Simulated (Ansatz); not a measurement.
One change: `C[O][Ti]1234([F])([N](C)C)[C@H]5[C@@H]1[C@@H]2[C@@H]3[C@H]54` becomes `C[O][Zr]1234([F])([N](C)C)[C@H]5[C@@H]1[C@@H]2[C@@H]3[C@H]54`.

Ansatz, PBE0-D4/def2-TZVP geometries, multiplicity 1. Each molecule was computed in one conformer, which needn't be the lowest.

Elements past krypton have def2 core potentials. Scalar relativity is left out up to krypton.

| property | `C[O][Ti]1234([F])([N](C)C)[C@H]5[C@@H]1[C@@H]2[C@@H]3[C@H]54` |
| --- | --- |
| LUMO energy (ωB97M-V/def2-TZVPP) / eV | 0.78 |
| HOMO energy (PBE0/def2-TZVPP) / eV | -6.26 |
| size of the dipole moment (PBE/def2-TZVPP) / D | 1.92 |
| HOMO–LUMO gap (PBE/def2-TZVPP) / eV | 2.68 |
| size of the dipole moment (ωB97M-V/def2-TZVPP) / D | 1.88 |
| HOMO–LUMO gap (ωB97M-V/def2-TZVPP) / eV | 9.20 |

(1) Give the same properties after the change, and the shifts. (An estimate is asked.)

Answers

(1) The calculation gave: 
```json
{"property": "LUMO energy (ωB97M-V/def2-TZVPP) / eV", "`C[O][Zr]1234([F])([N](C)C)[C@H]5[C@@H]1[C@@H]2[C@@H]3[C@H]54`": "1.22", "shift": "0.44"}
{"property": "HOMO energy (PBE0/def2-TZVPP) / eV", "`C[O][Zr]1234([F])([N](C)C)[C@H]5[C@@H]1[C@@H]2[C@@H]3[C@H]54`": "-6.07", "shift": "0.19"}
{"property": "size of the dipole moment (PBE/def2-TZVPP) / D", "`C[O][Zr]1234([F])([N](C)C)[C@H]5[C@@H]1[C@@H]2[C@@H]3[C@H]54`": "2.42", "shift": "0.50"}
{"property": "HOMO–LUMO gap (PBE/def2-TZVPP) / eV", "`C[O][Zr]1234([F])([N](C)C)[C@H]5[C@@H]1[C@@H]2[C@@H]3[C@H]54`": "3.69", "shift": "1.01"}
{"property": "size of the dipole moment (ωB97M-V/def2-TZVPP) / D", "`C[O][Zr]1234([F])([N](C)C)[C@H]5[C@@H]1[C@@H]2[C@@H]3[C@H]54`": "2.52", "shift": "0.64"}
{"property": "HOMO–LUMO gap (ωB97M-V/def2-TZVPP) / eV", "`C[O][Zr]1234([F])([N](C)C)[C@H]5[C@@H]1[C@@H]2[C@@H]3[C@H]54`": "9.47", "shift": "0.27"}
```

With PBE0 the HOMO rises by 0.19 eV and the LUMO rises by 1.06 eV, so the gap widens by about 0.87 eV. PBE moves the HOMO by 0.23 eV and ωB97M-V by 0.17 eV. Dipoles are sizes alone; their direction can turn.

Positive LUMOs are unbound, so they and the gaps depend on the basis.
